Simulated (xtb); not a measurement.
Br2Zr, SMILES [Br][Zr][Br], multiplicity 1. All values are semi-empirical tight-binding results from xtb (GFN2-xTB unless named), good for trends rather than for accurate numbers. Coordinates come from a GFN2-xTB optimisation. The multiplicity is an assumed one; other spin states were not compared.

For metal compounds this method's bond lengths and energies can be far off.

```
Quantity                                       Result
-------------------------------------  --------------
point group as xtb finds it                       C2v
orbital gap                                   0.36 eV
zero-point energy                        0.9 kcal/mol
G − E(el) at 298.15 K (modified RRHO)  -18.6 kcal/mol
```
